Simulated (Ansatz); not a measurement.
Steps of a relaxation of `O[C](F)(F)[GeH3]` with RKS PBE-D4/def2-SVP.

```sh
$ ansatz run in.yaml --threads 4 --pin off --events-out ev --progress --plain --max-ram 10444MiB
```

```yaml
crystal:
  periodic: [false, false, false]
  atoms:
    - {symbol: O, position_ang: [1.471600, 0.952800, 0.117700]}
    - {symbol: C, position_ang: [0.624800, 0.088900, -0.607300]}
    - {symbol: F, position_ang: [1.369300, -0.987400, -0.997500]}
    - {symbol: F, position_ang: [0.189600, 0.707700, -1.744700]}
    - {symbol: Ge, position_ang: [-0.834400, -0.547500, 0.496600]}
    - {symbol: H, position_ang: [0.868100, 1.823800, 0.247800]}
    - {symbol: H, position_ang: [-0.231700, -1.227200, 1.780500]}
    - {symbol: H, position_ang: [-1.656200, -1.537600, -0.290300]}
    - {symbol: H, position_ang: [-1.712600, 0.680100, 0.980200]}
basis:
  gaussian: {orbitals: def2-SVP}
hamiltonian: {xc: pbe, dispersion: d4}
relax: {f_tol: 0.03, max_steps: 200}
```

Positions (Å) and forces (eV/Å) along the path, 8 of 8 steps:

```xyz
9
step=1 energy=-65069.8265 eV
O     1.472    0.953    0.118   -2.123    2.055   -0.284
C     0.625    0.089   -0.607    1.234    0.498    0.220
F     1.369   -0.987   -0.998    0.185    0.268    0.121
F     0.190    0.708   -1.745   -0.146    0.176   -0.274
Ge   -0.834   -0.547    0.497   -0.759    0.105    1.451
H     0.868    1.824    0.248    1.911   -2.490   -0.305
H    -0.232   -1.227    1.780   -0.114    0.161   -0.378
H    -1.656   -1.538   -0.290   -0.467   -0.427   -0.315
H    -1.713    0.680    0.980    0.278   -0.346   -0.237
9
step=2 energy=-65070.0640 eV
O     1.491    0.989    0.090   -1.260    0.603   -0.200
C     0.634    0.111   -0.586    0.995    0.216    0.088
F     1.410   -0.942   -0.977    0.007    0.085    0.089
F     0.173    0.712   -1.730   -0.186    0.118   -0.155
Ge   -0.864   -0.573    0.517   -0.310    0.001    0.371
H     0.943    1.821    0.226    0.788   -0.943   -0.084
H    -0.241   -1.247    1.764   -0.039    0.014   -0.030
H    -1.739   -1.570   -0.266   -0.026   -0.055   -0.088
H    -1.719    0.653    0.945    0.031   -0.039    0.007
9
step=3 energy=-65070.1022 eV
O     1.479    0.999    0.072    0.063   -0.575   -0.285
C     0.650    0.112   -0.592    0.336    0.012    0.237
F     1.443   -0.927   -0.978   -0.108    0.108    0.032
F     0.154    0.703   -1.734   -0.047    0.008   -0.095
Ge   -0.872   -0.570    0.534   -0.037   -0.088   -0.094
H     0.958    1.798    0.220   -0.218    0.502    0.143
H    -0.268   -1.252    1.779    0.009   -0.033    0.037
H    -1.735   -1.563   -0.284    0.011    0.030    0.029
H    -1.721    0.652    0.967   -0.008    0.037   -0.003
9
step=4 energy=-65070.1089 eV
O     1.485    1.003    0.062   -0.074   -0.092   -0.092
C     0.654    0.116   -0.587    0.126   -0.076    0.130
F     1.442   -0.924   -0.973   -0.018    0.033    0.007
F     0.148    0.699   -1.731   -0.050    0.024   -0.088
Ge   -0.873   -0.576    0.533    0.007    0.000   -0.042
H     0.964    1.812    0.220    0.008    0.093    0.057
H    -0.274   -1.265    1.780   -0.004   -0.012    0.016
H    -1.740   -1.563   -0.283    0.015    0.019    0.001
H    -1.717    0.652    0.961   -0.010    0.010    0.012
9
step=5 energy=-65070.1106 eV
O     1.486    1.008    0.051   -0.041    0.056   -0.008
C     0.658    0.115   -0.584    0.000   -0.045    0.036
F     1.446   -0.922   -0.971    0.001    0.004    0.007
F     0.139    0.688   -1.731   -0.021    0.005   -0.039
Ge   -0.871   -0.576    0.535    0.016    0.010   -0.011
H     0.967    1.818    0.224    0.042   -0.032    0.016
H    -0.283   -1.273    1.784   -0.005   -0.004    0.000
H    -1.737   -1.556   -0.291    0.005    0.006   -0.004
H    -1.716    0.652    0.966    0.002    0.000    0.003
9
step=6 energy=-65070.1113 eV
O     1.486    1.015    0.042   -0.008    0.036   -0.002
C     0.659    0.114   -0.582   -0.036    0.006   -0.012
F     1.449   -0.922   -0.965    0.017   -0.010   -0.001
F     0.130    0.677   -1.734    0.012   -0.011    0.012
Ge   -0.869   -0.576    0.536    0.007    0.013    0.005
H     0.966    1.820    0.229    0.011   -0.034    0.004
H    -0.289   -1.281    1.785   -0.002    0.002   -0.006
H    -1.734   -1.548   -0.298   -0.002    0.003   -0.003
H    -1.709    0.655    0.969    0.000   -0.005    0.004
9
step=7 energy=-65070.1116 eV
O     1.484    1.020    0.035    0.007    0.030    0.010
C     0.660    0.113   -0.582   -0.021    0.024   -0.033
F     1.456   -0.922   -0.960   -0.003   -0.003    0.007
F     0.129    0.666   -1.738    0.013   -0.013    0.011
Ge   -0.868   -0.574    0.537   -0.004   -0.007    0.010
H     0.958    1.818    0.236    0.002   -0.030   -0.001
H    -0.290   -1.286    1.782    0.000    0.000   -0.004
H    -1.736   -1.538   -0.302   -0.002   -0.002    0.000
H    -1.706    0.656    0.976    0.007    0.003   -0.001
9
step=8 energy=-65070.1119 eV
O     1.479    1.029    0.027    0.008    0.016    0.008
C     0.661    0.112   -0.585   -0.003    0.015   -0.025
F     1.464   -0.922   -0.950   -0.006    0.001   -0.002
F     0.131    0.650   -1.748    0.014   -0.011    0.016
Ge   -0.866   -0.572    0.536   -0.005   -0.008    0.003
H     0.942    1.814    0.247   -0.003   -0.015   -0.003
H    -0.290   -1.295    1.776    0.003    0.001   -0.001
H    -1.742   -1.527   -0.305   -0.005    0.003    0.004
H    -1.691    0.663    0.985   -0.003   -0.001   -0.001
```

Hardware: 4 threads of an Arm Neoverse V1 on a shared host. Wall time 11 s, peak host memory 0.16 GiB.
